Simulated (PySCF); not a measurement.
Electron correlation in F⁺ (fluorine, charge +1)

[He] 2s2 2p4, high-spin 3P determinant. All numbers are calculated (PySCF 2.14, scalar relativity by spin-free X2C-1e, in jorge-DZP-DKH (4s2p1d, 15 functions)). Frozen: 1s2; 6 electrons correlated.

MP2 pair energies summed by pair of shells (mhartree):

| pair | energy | share (%) |
| --- | --- | --- |
| 2s-2p | -42.08 | 46.6 |
| 2p-2p | -40.64 | 45.0 |
| 2s-2s | -7.66 | 8.5 |

Total MP2 correlation energy: -90.38 mhartree.

Same-spin part -21.32 and opposite-spin part -69.06 mhartree; SCS-MP2 scales them by 1/3 and 6/5 to -89.98 mhartree.

```
  level  correlation energy (mhartree)
   CCSD                        -103.46
    (T)                          -0.88
CCSD(T)                        -104.34
```

Diagnostics: T1 = 0.0045, D1 = 0.0078, largest double amplitude 0.037.

Task: Is a single reference adequate?

Result: Yes: T1 lies below 0.03 and no double amplitude reaches 0.07.
